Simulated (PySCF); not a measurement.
**HWN: from structure and modes to constants**

Computed with PySCF, UPBE0, basis W def2-TZVP with ECP60, N def2-TZVP, H def2-TZVP (scalar-relativistic core potentials, no spin–orbit coupling, density fitting).

The triplet minimum has Cs symmetry. Masses (u): W 183.95093, N 14.00307, H 1.00782.

```xyz
3
charge 0 multiplicity 3, angstrom
W    -0.0835    0.0003    0.0798
N     1.0248   -0.0037   -1.1463
H     1.0326   -0.0037    1.3670
```

Harmonic wavenumbers (cm⁻¹): 667.7 (a', ×1), 1142.5 (a', ×1), 1989.6 (a', ×1).

Find the principal moments of inertia and the rotational constants. What kind of rotor is it?

About the centre of mass I = 2.8584, 35.659, 38.518 u Å². With B = 16.8576/I this gives 5.897, 0.4727, 0.4377 cm⁻¹. The molecule is an asymmetric top with κ = -0.99.

Find the vibrational entropy and heat capacity at 298.15 K.

With u = 1.43878 ω/T, each mode gives S = R[u/(eᵘ−1) − ln(1−e⁻ᵘ)] and C = R u² eᵘ/(eᵘ−1)².
```tsv
ω (cm⁻¹)	u	S (J/(mol K))	C (J/(mol K))
667.7	3.222	1.45	3.73
1142.5	5.514	0.22	1.03
1989.6	9.601	0.01	0.05
```
The sums over all modes are S = 1.7 and C = 4.8 J/(mol K); the softest mode gives 87 % of the entropy.

Give the standard entropy (298.15 K, 1 bar) by its translational, rotational, vibrational and spin parts, and Cp.

Sackur–Tetrode with M = 198.96 u gives 174.9; rotation with symmetry number 1 gives 82.9; vibration 1.7; spin R ln 3 = 9.1. The total is 268.6 J/(mol K), and Cp = 4 R + 4.8 = 38.1 J/(mol K).

Other isomers or separated fragments may lie lower. Other spin states or occupations of the open shell can lie lower. With an element this heavy the missing spin–orbit coupling can shift these numbers.
